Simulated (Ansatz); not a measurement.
Consider the formal exchange of groups at a C–C bond: `[SiH3]CCCCl` + BH₃ → `BCCCl` + `C[SiH3]`.

Gas-phase electronic energies from Ansatz, PBE0-D4/def2-TZVP geometries. CBS: MP2 limit from def2 TZ/QZ plus the TZ coupled-cluster correction, frozen cores. This one scheme is used for every species. DFT in def2-TZVPP. One conformer a species, not always the lowest.

| level | ΔE (kJ/mol) |
| --- | --- |
| LDA (SPW92) | -65.5 |
| B97M-V | -65.2 |
| CAM-B3LYP-D4 | -57.9 |
| ωB97M-V | -58.1 |
| r2SCAN | -64.4 |
| BHLYP | -60.7 |
| SCS-MP2/def2-TZVPP | -50.7 |
| CCSD/def2-TZVPP | -53.8 |

Question: What does CCSD(T)/CBS give? (An estimate is asked.)

Answer: Computed: -53.8 kJ/mol. The listed levels differ from it by -11.7, -11.4, -4.1, -4.3, -10.6, -6.9, 3.1, 0.0 kJ/mol.

Question: What do rigid-rotor, harmonic-oscillator terms from PBE0-D4/def2-TZVP frequencies (298.15 K, 1 bar) make of the CCSD(T)/CBS value? (An estimate is asked.)

Answer: Ansatz gave: ΔZPE = +3.0 kJ/mol, ΔH = -52.3 kJ/mol, ΔS = 17 J/(mol·K), ΔG = -57.4 kJ/mol.

Largest T1 diagnostic among the species: 0.010.

Leaving LDA and LC-ωPBE aside and taking each functional with its dispersion term where it has one, the values, not all of them listed here, spread over 9.8 kJ/mol, from B97M-V to ωB97X-V. The D4 term adds +6.5 kJ/mol with B3LYP and +3.9 kJ/mol with PBE0; it sums over pairs of atoms, weighted by their polarisabilities, and B3LYP, whose exchange is more repulsive, gets the larger term.

CCSD(T)/CBS has its own doubt, a few kJ/mol and more with outer-core shells, so smaller differences from it don't rank the levels.

B3LYP here is the variant with VWN-RPA as its local correlation; programs differ in this.
